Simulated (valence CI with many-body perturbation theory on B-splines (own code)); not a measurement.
## Forbidden lines of Sm XIV

Level of theory: relativistic CI+MBPT: three valence electrons over a frozen Dirac-Fock core [Kr] 4d10, a basis of 8 s, 8 p, 9 d, 9 f, 6 g, 3 h, 2 i functions for each j, with the one-electron correlation potential Σ1 (screened to all orders), the two-electron term Σ2, the three-electron term Σ3, Breit, model QED; selected single and double excitations, second order for the rest (own B-spline code, finite nucleus).

No measured spectrum was set against this ion. As an estimate, terms of the open shell hold to a few per cent of their energy, and close levels can change places; configurations with another count of f electrons can be misplaced by thousands of cm⁻¹. Core correlation moves these levels by up to 57000 cm⁻¹, and in measured spectra 5 to 20 % of such shifts remained as error; rates that hang on mixing are uncertain with them.

Lines 1 to 37 of 37 in falling wavelength, among levels below 17.560 eV, chosen from the decays that carry over 1 % of a level's rate. Wavelengths and rates use the calculated energies, so an error of 2000 cm⁻¹ moves a line at 2806 nm by 56 % and its rate by three times that or more. Electric multipoles are in the length gauge, E1 and E2 with the static RPA response of the core. Weak lines are less certain than strong ones. Lines between different terms over intervals too small for the method are left out, as are lines whose strength nearly cancels. Where a level lies close to another of its J and parity, the split of strength between their lines is uncertain. The highest levels of a list are the least certain.

Names give the largest LS component (configuration and term), which can be under half, so a name can repeat, a term be missing and a line seem to break the LS rules; names also repeat where a configuration has a term twice.

```csv
λ vac (nm),Upper,Lower,Type,A (s⁻¹),Branch %
4418,4f²5s ⁴H_9/2,4f²5s ⁴H_7/2,M1,4.69e-01,4.5
3980,4f³ ²L°_17/2,4f³ ²L°_15/2,M1,1.91e-01,5.5
2935,4f²5s ⁴H_11/2,4f²5s ⁴H_9/2,M1,1.79e+00,100.0
2806,4f²5s ⁴P_1/2,4f²5s ²D_3/2,M1,1.29e-01,28.1
2611,4f²5s ⁴H_13/2,4f²5s ⁴H_11/2,M1,1.71e+00,100.0
1855,4f²5s ²H_11/2,4f²5s ⁴F_9/2,M1,9.44e-01,19.2
1615,4f5s² ²F°_7/2,4f5s² ²F°_5/2,M1,2.75e+00,100.0
1386,4f²5s ²H_11/2,4f²5s ²H_9/2,M1,2.38e+00,48.3
963.2,4f²5s ²H_11/2,4f²5s ⁴H_13/2,M1,9.93e-01,20.2
871.4,4f²5s ²P_1/2,4f²5s ⁴P_1/2,M1,4.97e-01,14.7
703.6,4f²5s ²H_11/2,4f²5s ⁴H_11/2,M1,9.81e-02,2.0
690.1,4f²5s ⁴F_9/2,4f²5s ⁴H_7/2,M1,1.77e+00,1.1
664.9,4f²5s ²P_1/2,4f²5s ²D_3/2,M1,2.48e+00,73.0
602.2,4f³ ²L°_17/2,4f³ ²K°_15/2,M1,3.16e+00,91.3
567.6,4f²5s ²H_11/2,4f²5s ⁴H_9/2,M1,5.10e-01,10.3
456.2,4f²5s ²I_13/2,4f²5s ²H_11/2,M1,6.75e-01,7.7
454.6,4f²5s ²I_11/2,4f²5s ²H_11/2,M1,2.28e+00,28.1
365.1,4f²5s ²I_11/2,4f²5s ⁴F_9/2,M1,1.00e+00,12.3
360.5,4f²5s ⁴P_1/2,4f²5s ⁴F_5/2,E2,9.74e-02,21.2
356.6,4f²5s ²P_1/2,4f²5s ²F_5/2,E2,2.12e-01,6.3
342.3,4f²5s ²I_11/2,4f²5s ²H_9/2,M1,1.54e+00,18.9
342.1,4f²5s ⁴P_1/2,4f²5s ⁴F_3/2,E2,1.81e-01,39.5
342.1,4f²5s ⁴P_1/2,4f²5s ⁴F_3/2,M1,5.13e-02,11.2
309.6,4f²5s ²I_13/2,4f²5s ⁴H_13/2,M1,4.43e+00,50.7
276.8,4f²5s ²I_13/2,4f²5s ⁴H_11/2,M1,3.63e+00,41.5
276.2,4f²5s ²I_11/2,4f²5s ⁴H_11/2,M1,1.26e+00,15.6
267.7,4f²5s ²S_1/2,4f²5s ²P_3/2,M1,4.83e+00,4.8
252.4,4f²5s ²I_11/2,4f²5s ⁴H_9/2,M1,1.97e+00,24.2
251.2,4f²5s ²S_1/2,4f²5s ²P_1/2,M1,1.68e+01,16.7
247.1,4f³ ²L°_17/2,4f³ ⁴I°_15/2,M1,1.08e-01,3.1
245.6,4f²5s ²P_1/2,4f²5s ⁴F_3/2,M1,1.88e-01,5.5
213.2,4f²5s ²S_1/2,4f²5s ⁴P_5/2,E2,1.07e+00,1.1
201.3,4f²5s ²S_1/2,4f²5s ⁴P_3/2,M1,4.97e+01,49.4
195.0,4f²5s ²S_1/2,4f²5s ⁴P_1/2,M1,8.06e+00,8.0
182.3,4f²5s ²S_1/2,4f²5s ²D_3/2,E2,4.87e+00,4.8
182.3,4f²5s ²S_1/2,4f²5s ²D_3/2,M1,1.64e+00,1.6
180.5,4f²5s ²S_1/2,4f²5s ²D_5/2,E2,6.33e+00,6.3
```
